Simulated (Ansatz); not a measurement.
The first iterations of a band of CH$_{4}$BClSi (8 atoms, charge 0, multiplicity 1).

All numbers below come from RKS r2SCANh/6-31G (Ansatz 0.2.0).

- movable images: 7
- climbing image: yes
- spring: 5.0 eV/Å²
- optimiser: quadratic models (default)
- start path: IDPP
- force threshold: 0.05 eV/Å
- iteration limit: 43
- end points: relaxed

Initial state:

```xyz
8
Properties=species:S:1:pos:R:3
C -0.024 1.460 -0.308
B 0.221 0.010 0.077
Si -0.175 -1.690 0.884
Cl -0.737 -2.964 -0.871
H -0.918 1.503 -0.952
H -0.245 2.083 0.569
H 0.807 1.911 -0.860
H 1.071 -2.313 1.462
```

Final state:

```xyz
8
Properties=species:S:1:pos:R:3
C 0.024 1.429 -0.432
B 0.216 0.012 0.083
Si 0.123 -1.908 0.028
Cl -1.569 -2.381 1.419
H 0.527 1.574 -1.398
H -1.048 1.600 -0.614
H 0.375 2.197 0.264
H 1.351 -2.524 0.649
```

| iteration | highest image above the first end (eV) | largest band force component (eV/Å) |
| --- | --- | --- |
| 1 | 0.373 | 1.345 |
| 2 | 0.196 | 0.412 |
| 3 | 0.180 | 0.386 |

**Question.** Does the band converge within its limit, and where does its top end?

**Answer.** The forces met the threshold. It ended after 9 iterations with the highest image 0.177 eV above the first end. Beside the main top the profile has a ripple of under 15 meV (maxima at images 2, 4, 6), which may be a very shallow well or noise. A vibrational analysis at the climbing image gives one clearly imaginary mode, 269i cm⁻¹: a first-order saddle point. Limits of this set-up: no polarisation functions.

The run took 4.9 min on 1 thread of Arm Neoverse V1, with other jobs on the host, peak memory 0.13 GiB.
